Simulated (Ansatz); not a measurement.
A made-up structure of BGeH₄, doublet:

```xyz
6
angstrom
B -0.0089 -0.8757 0.1012
Ge 0.0073 0.7120 -0.0822
H -0.8510 -1.2469 0.9016
H 0.8235 -1.4364 -0.5917
H 1.0227 1.3094 -1.0636
H -0.9937 1.5377 0.7348
```

It is relaxed with PBE-D4/def2-SVP and then PBE0-D4/def2-TZVP (Ansatz 0.2.0). Atoms count as bonded within 1.22 times the sum of their covalent radii (H–H: 0.88 Å). The end point is not checked to be a true minimum.

Task: Does its bonding change? (A judgement: the text doesn't fix the answer.)

Result: Computed: No: no bond forms or breaks.

Where it ends: The first stage lowers the energy by 2.50 eV in 6 steps. It ends as BGeH₄ ([BH2][GeH2]):
```
6
angstrom
B -0.0110 -1.0810 0.1248
Ge 0.0090 0.8790 -0.1015
H -0.7921 -1.5686 0.8827
H 0.7583 -1.7441 -0.5001
H 0.9516 1.6516 -1.0356
H -0.9157 1.8630 0.6297
```

Labels in which every atom is bracketed show which atoms are joined, not bond orders.

For scale, one of the runs: PBE0-D4/def2-TZVP relaxation, 103 basis functions, launched by `ansatz run in.yaml --threads 2 --pin off --events-out ev --progress --plain --max-ram 4352MiB`. Hardware: 2 CPU threads of an Intel Xeon, shared host. Wall time about 21 s.
